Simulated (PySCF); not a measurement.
## Cu²⁵⁺ (copper, charge +25): Hartree-Fock from Schrödinger to Dirac-Coulomb-Breit

Occupied: 1s1/2, 2s1/2. Hartree-Fock calculated with PySCF 2.14 in an uncontracted even-tempered set (19 s from 2.5 bohr⁻², ratio 2.3; 13 p from 3 bohr⁻², ratio 2.3), Gaussian nucleus throughout. NR is non-relativistic, sf-X2C the spin-free one-electron X2C Hamiltonian, X2C adds the bare one-electron spin-orbit term, X2C-SNSO screens it by Boettger's factors, DC is four-component Dirac-Coulomb, and the Gaunt and Breit terms are added at first order (total energies over the DC spinors, levels after relaxing the spinors in that mean field). QED terms are absent. Levels marked empty are virtual spinors of this ion.

| level (eV) | NR | sf-X2C | X2C | X2C-SNSO |
| --- | --- | --- | --- | --- |
| 1s1/2 | -10655.7 | -10768.3 | -10768.3 | -10768.3 |
| 2s1/2 | -2440.6 | -2473.3 | -2473.3 | -2473.3 |
| 2p1/2 (empty) | -2282.3 | -2293.7 | -2311.6 | -2310.3 |
| 2p3/2 (empty) | -2282.3 | -2293.7 | -2285.1 | -2285.7 |
| 3s1/2 (empty) | -1004.3 | -1014.7 | -1014.7 | -1014.7 |

**Question.** Where do the four-component calculations put these levels?

**Answer.** 1s1/2: DC -10772.9, DC+Gaunt -10763.6, DC+Breit -10763.7; 2s1/2: DC -2473.7, DC+Gaunt -2472.8, DC+Breit -2472.9; 2p1/2 (empty): DC -2310.6, DC+Gaunt -2308.9, DC+Breit -2309.1; 2p3/2 (empty): DC -2285.7, DC+Gaunt -2284.7, DC+Breit -2285.0; 3s1/2 (empty): DC -1014.9, DC+Gaunt -1014.6, DC+Breit -1014.6 (eV).

```json
{"Hamiltonian": "NR", "E (hartree)": "-1006.4944", "E − E(DC) (hartree)": "11.8278", "CPU seconds": "0.31"}
{"Hamiltonian": "sf-X2C", "E (hartree)": "-1018.1350", "E − E(DC) (hartree)": "0.1871", "CPU seconds": "0.18"}
{"Hamiltonian": "X2C", "E (hartree)": "-1018.1350", "E − E(DC) (hartree)": "0.1871", "CPU seconds": "0.18"}
{"Hamiltonian": "X2C-SNSO", "E (hartree)": "-1018.1350", "E − E(DC) (hartree)": "0.1871", "CPU seconds": "0.18"}
{"Hamiltonian": "DC", "E (hartree)": "-1018.3222", "E − E(DC) (hartree)": "0.0000", "CPU seconds": "3.3"}
{"Hamiltonian": "DC+Gaunt", "E (hartree)": "-1017.9351", "E − E(DC) (hartree)": "0.3871", "CPU seconds": "5.6"}
{"Hamiltonian": "DC+Breit", "E (hartree)": "-1017.9423", "E − E(DC) (hartree)": "0.3798", "CPU seconds": "44"}
```

Weight of the small component: 1s1/2 0.0111, 2s1/2 0.00249, 2p1/2 0.00242, 2p3/2 0.00239, 3s1/2 0.00101.

Koopmans' value for the highest occupied level at DC+Breit: 2472.9 eV, against an ionisation energy of 2479.1 ± 2.2 eV (semi-empirical (NIST evaluation); NIST Atomic Spectra Database, ionization energies); the former lacks relaxation, correlation, QED and recoil.

The whole ladder took 55 s of wall time on 1 thread of Neoverse-V1 (shared host), launched as `OMP_NUM_THREADS=1 python relrun2.py TASK.json OUT` (a driver that calls PySCF for each Hamiltonian).
